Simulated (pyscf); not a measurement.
## HO–GeH₂•, doublet

Gas-phase minimum from PySCF at ωB97X-D3(BJ)/def2-SVP, one conformer. Other isomers of HO–GeH₂• were not searched in full and may lie lower. 

```
Ge
O 1 1.7873
H 2 0.9645 1 112.98
H 1 1.5441 2 103.91 3 -169.70
H 1 1.5565 4 111.09 2 -117.51
```
Charge 0, spin multiplicity 2.

Properties at ωB97X-D3(BJ)/def2-SVP:

```
Item                                                                                                                                                                 Value
---------------------------------------------------------------------------------------------------------------------  ---------------------------------------------------
Harmonic wavenumbers, unscaled                                                                                         293, 635, 706, 723, 850, 904, 2064, 2141, 3904 cm⁻¹
Zero-point energy                                                                                                                                            17.5 kcal/mol
Rotational symmetry number                                                                                                                                               1
Entropy of this conformer at 298 K and 1 atm, rigid rotor and harmonic oscillator, modes under 100 cm⁻¹ raised to 100                                      270.0 J/(mol K)
Dipole moment                                                                                                                                                       1.46 D
Spin expectation value S2                                                                                                                                            0.752
```

Single-point totals, which compare only within one level (frozen core for MP2 and CC):

```tsv
level	total energy (hartree)
ωB97X-D3(BJ)/def2-TZVP	-2153.99974
PBE/def2-TZVP	-2153.63633
r²SCAN/def2-TZVP	-2153.98917
B3LYP-D3(BJ)/def2-TZVP	-2154.08973
PBE0-D3(BJ)/def2-TZVP	-2153.69169
M06-2X/def2-TZVP	-2154.00784
ωB97M-D3(BJ)/def2-TZVP	-2154.06858
UHF/def2-TZVPP	-2151.99452
MP2/def2-TZVPP	-2152.48003
CCSD/def2-TZVPP	-2152.49129
CCSD(T)/def2-TZVPP	-2152.50852
```

The CCSD(T) − MP2 part came from Ansatz, without density fitting, on the same reference. The frozen core leaves the outer d or s,p core shells of the metals and heavy elements correlated in the MP2 and CC values, and def2-TZVPP describes them poorly, so these totals are far from the basis limit. Elements up to Kr have no core potential and no relativistic terms here.
